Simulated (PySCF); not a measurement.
Write Cartesian coordinates for `C=[N][AlH2-][BiH3+]` as optimised with PBE0-D3(BJ)/def2-SVP.

```
atom  x, y, z in Å
C1    -2.0814    1.0891    0.9701
N2    -1.4671    0.2356    0.3004
Al3   -0.4939   -0.9043   -0.6386
Bi4    2.2305    0.6406   -0.0442
H5    -1.5827    1.9579    1.4558
H6    -3.1809    1.0471    1.1339
H7    -0.4127   -0.6568   -2.2031
H8    -0.0039   -2.2168    0.1050
H9     2.3274    1.1855    1.6532
H10    3.9887    0.3182   -0.1279
H11    2.4248    2.3045   -0.6634
```

Any rigid rotation of these coordinates is as good. Atoms count from 1 in this order. Al3 (aluminium bonded to Bi, N and 2 H) has angles from 92.8° to 125.2°. The 4 heavy atoms lie in one plane (0.003 Å rms). Bi4 (bismuth bonded to Al and 3 H) has angles from 92.3° to 138.0°.

Bonds between heavy atoms (Å): C1=N2 1.247, N2–Al3 1.769, Al3–Bi4 3.188.

The calculation used PBE0-D3(BJ)/def2-SVP geometry optimisation, gas phase, def2 core potentials past Kr (PySCF 2.14.0).

Stationary, but not proved a minimum.
